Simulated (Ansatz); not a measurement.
Ansatz (a program for electronic structure) input:

Ansatz 0.2 input:
```yaml
crystal:
  periodic: [false, false, false]
  atoms:
    - {symbol: N, position_ang: [-1.43470130, 1.34461493, -0.70484870]}
    - {symbol: Si, position_ang: [-1.24231777, -0.18762567, 0.02319127]}
    - {symbol: O, position_ang: [0.31600073, -0.68136946, 0.23729742]}
    - {symbol: Si, position_ang: [1.88260541, -0.20854003, 0.32712742]}
    - {symbol: H, position_ang: [-1.38126514, 2.20143401, -0.17890162]}
    - {symbol: H, position_ang: [-1.29869812, 1.49916321, -1.69047289]}
    - {symbol: H, position_ang: [-1.86562023, -1.19824211, -0.85246120]}
    - {symbol: H, position_ang: [-1.86819443, -0.11883608, 1.35866278]}
    - {symbol: H, position_ang: [2.72963092, -1.43159579, 0.34807468]}
    - {symbol: H, position_ang: [2.23502348, 0.63304783, -0.85380197]}
basis:
  gaussian:
    orbitals: def2-TZVPD
hamiltonian:
  xc: {name: HSE06}
magnetization: {spin_polarized: true, initial_magnetization: 1}
output: {forces: true}
```

What final total energy does it print?

-712.29797 Eh (HSE06/def2-TZVPD). The basis has 217 functions.

It need not be the lowest isomer of its formula.
